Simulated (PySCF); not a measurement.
Worked example: chemical shift, span and skew from a shielding tensor

C2H7BeN, SMILES C[CH2][Be][NH2]. Atoms are numbered in the order given.

```xyz
11

Be     0.2071    -0.7954     0.0000
C      0.6442     0.8331     0.0000
C     -0.4945     1.8582     0.0000
H      1.3046     1.0120    -0.8718
H      1.3046     1.0120     0.8718
H     -1.1450     1.7476     0.8832
H     -1.1450     1.7476    -0.8832
H     -0.1299     2.8997     0.0000
N     -0.1782    -2.2493     0.0000
H     -0.3340    -2.8198    -0.8246
H     -0.3340    -2.8198     0.8246
```

Geometry optimised at PBE0-D3(BJ)/def2-SVP. The values are those of a single conformer.

GIAO shieldings from PBE0/pcSseg-1 (PySCF), non-relativistic, no solvent. The symmetric part of the tensor of C3 has the principal values 166.4, 168.5, 185.5 ppm. The same nucleus in TMS has σ = 186.3 ppm at this level (PySCF, at its B3LYP-D3(BJ)/def2-TZVP geometry).

Problem. Work out the isotropic shielding, the ¹³C shift against TMS, the span and the skew.

Solution. 
σ(iso) = (σ11 + σ22 + σ33)/3 = 173.5 ppm. δ = σ(ref) − σ(iso) = 186.3 − (173.5) = 12.8 ppm.
Span Ω = σ33 − σ11 = 19.1 ppm. Skew κ = 3(σ(iso) − σ22)/Ω = 0.78. Tumbling in solution averages the tensor to δ; in a static solid the shielding alone would spread this spin-1/2 line over Ω.
